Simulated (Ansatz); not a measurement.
`C[CH]([SiH3])[GeH3]` + `FB[SiH2][SiH3]` → `[SiH3][SiH2][BH][GeH3]` + `CC(F)[SiH3]`  (redistribution)

Calculated with Ansatz (gas phase, PBE0-D4/def2-TZVP geometries, no zero-point term in ΔE). CBS: MP2 limit from def2 TZ/QZ plus the TZ coupled-cluster correction, frozen cores. DFT in def2-TZVPP. B3LYP here is the variant with VWN-RPA as its local correlation; programs differ in this. For Ge outer-core shells are correlated without core-valence functions, which leaves a few kJ/mol of doubt a bond. Scalar relativity is left out up to krypton. Each species was taken in one conformer, which may not be the lowest.

(1) Is it downhill or uphill in electronic energy at CCSD(T)/CBS, and by how much? (Best estimate.)

(2) What do these levels give: r2SCAN-D4, PBE0-D4, B3LYP-D4, ωB97X-V, ωB97M-V, B2PLYP, PBE, B3LYP, MP2/def2-TZVPP, CCSD/def2-TZVPP, HF/def2-QZVPP, HF/CBS(def2)? (Best estimate.)

Largest T1 diagnostic among the species: 0.015.

## Answers

(1) The calculation gave: Uphill: ΔE = +216.3 kJ/mol.

(2) Computed: r2SCAN-D4 204.6, PBE0-D4 204.8, B3LYP-D4 206.3, ωB97X-V 208.4, ωB97M-V 212.6, B2PLYP 214.5, PBE 196.4, B3LYP 204.2, MP2/def2-TZVPP 232.7, CCSD/def2-TZVPP 217.1, HF/def2-QZVPP 215.7, HF/CBS(def2) 215.8 kJ/mol.

From PBE to PBE0 (25 % exact exchange), in def2-TZVPP and without D4, ΔE moves by +7.4 kJ/mol.
